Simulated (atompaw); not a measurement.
## u(r) = r·R(r): atom against pseudo-atom (Ir (Z = 77))

Columns: radius, all-electron u(r) and pseudo u(r) of the 5p shell (level -72.42 eV) of iridium in the configuration [Kr] 4d10 4f14 5s2 5p6 5d7 6s0 6p0; PBE, scalar-relativistic, PAW (atompaw) scheme, atompaw 4.2.0.5.

```tsv
r (bohr)	all-electron	pseudo
0.079	0.0412	0.0254
0.158	0.3624	0.0990
0.237	-0.1408	0.2139
0.315	-0.5346	0.3574
0.394	-0.5462	0.5201
0.473	-0.2872	0.6860
0.552	0.0724	0.8415
0.631	0.4204	0.9749
0.710	0.7035	1.0777
0.788	0.9036	1.1447
0.867	1.0296	1.1766
0.946	1.0905	1.1748
1.025	1.1008	1.1451
1.104	1.0740	1.0940
1.183	1.0220	1.0288
1.262	0.9543	0.9555
1.340	0.8791	0.8791
1.419	0.7996	0.7996
1.498	0.7206	0.7206
1.577	0.6444	0.6444
1.656	0.5726	0.5726
1.735	0.5060	0.5060
1.813	0.4460	0.4460
1.892	0.3909	0.3909
1.971	0.3415	0.3415
2.050	0.2975	0.2975
```

Q: How many radial nodes do the two functions have?

A: The all-electron 5p function has n − l − 1 = 3 (the table is too coarse to show those close to the nucleus); the pseudo-wave has 0, since the states of the same l below it are removed with the core.

Q: At about which radius was the pseudo-wave matched?

A: 1.35 bohr, where the columns begin to agree (steps of 0.08 bohr).

Q: Where does each function peak?

A: Outermost all-electron maximum near 1.02 bohr, pseudo maximum near 0.87 bohr (to the table’s step).

Q: Is the pseudo-wave norm-conserving?

A: No, it belongs to a PAW set: the norm inside the radius is not constrained, and the difference is carried by the augmentation charge.
